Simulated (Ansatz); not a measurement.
Isolated molecules relaxed with PBE0-D4/def2-TZVP in Ansatz; ΔE leaves out vibrations. CCSD(T)/CBS is the MP2 limit (def2-TZVPP, def2-QZVPP) plus CCSD(T) − MP2 in def2-TZVPP, frozen cores. This one scheme is used for every species. Functionals use def2-TZVPP. B3LYP here is the variant with VWN-RPA as its local correlation; programs differ in this. For Zn outer-core shells are correlated without core-valence functions, which leaves a few kJ/mol of doubt a bond. Scalar relativity is left out up to krypton. One conformer a species, not always the lowest.

Reaction (ligand exchange at a Zn–F bond): `C[S][Zn][F]` + H₂S → `C[S][Zn][SH]` + H–F

`C[S][Zn][F]`:

Cartesian coordinates in Å:
```
C -0.482 0.302 1.008
S 0.097 -1.272 0.291
Zn 0.810 -0.661 -1.633
F 1.399 -0.183 -3.209
H -1.292 0.739 0.426
H -0.862 0.055 1.999
H 0.329 1.020 1.118
```

H₂S:

```xyz
3

S    -0.019    0.521   -0.335
H     0.722    0.112    0.705
H    -0.703   -0.633   -0.370
```

`C[S][Zn][SH]`:

Cartesian coordinates in Å:
```
C 1.353 -0.756 0.707
S 1.287 0.352 -0.741
Zn -0.771 1.002 -0.730
S -2.825 1.684 -0.717
H 2.376 -1.128 0.759
H 0.682 -1.606 0.597
H 1.132 -0.225 1.632
H -3.235 0.677 -1.508
```

H–F:

```xyz
2

F     0.354   -0.123   -0.266
H    -0.354    0.123    0.266
```

```tsv
level	ΔE (kJ/mol)
LDA (SPW92)	-31.2
CAM-B3LYP-D4	-15.9
ωB97X-V	-18.3
PBE-QIDH	-31.7
PBE	-23.4
B3LYP	-15.9
MP2/def2-SVP	-13.6
MP2/def2-TZVPP	-31.0
```

Task: What does CCSD(T)/CBS give? (Estimate.)

Result: Computed: -26.8 kJ/mol. The listed levels differ from it by -4.4, 10.9, 8.5, -4.9, 3.4, 10.9, 13.2, -4.2 kJ/mol.

Task: What do rigid-rotor, harmonic-oscillator terms from PBE0-D4/def2-TZVP frequencies (298.15 K, 1 bar) make of the CCSD(T)/CBS value? (An estimate is asked.)

Result: The calculation gave: ΔZPE = +3.4 kJ/mol, ΔH = -21.5 kJ/mol, ΔS = -3 J/(mol·K), ΔG = -20.8 kJ/mol.

Largest T1 diagnostic among the species: 0.015.

The D4 term adds −4.8 kJ/mol with B3LYP and −2.7 kJ/mol with PBE0; it sums over pairs of atoms, weighted by their polarisabilities, and B3LYP, whose exchange is more repulsive, gets the larger term. In def2-TZVPP, CCSD(T) changes the Hartree–Fock value by −8.8 kJ/mol (the triples alone add −2.4 kJ/mol) and MP2 by −14.7 kJ/mol. At CCSD(T), def2-SVP lies +17.5 kJ/mol from the extrapolated value and def2-TZVPP +1.7 kJ/mol.
